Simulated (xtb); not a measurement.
GeH, SMILES [GeH] (connectivity only; charge and spin as stated), charge +1, multiplicity 1. All values are semi-empirical tight-binding results from xtb (GFN2-xTB unless named), good for trends rather than for accurate numbers. Coordinates come from a GFN2-xTB optimisation. The multiplicity is an assumed one; other spin states were not compared.

For metal compounds this method's bond lengths and energies can be far off.

```
Property                       Value
---------------------------  -------
point group as xtb finds it      C∞v
orbital gap                  2.21 eV
```
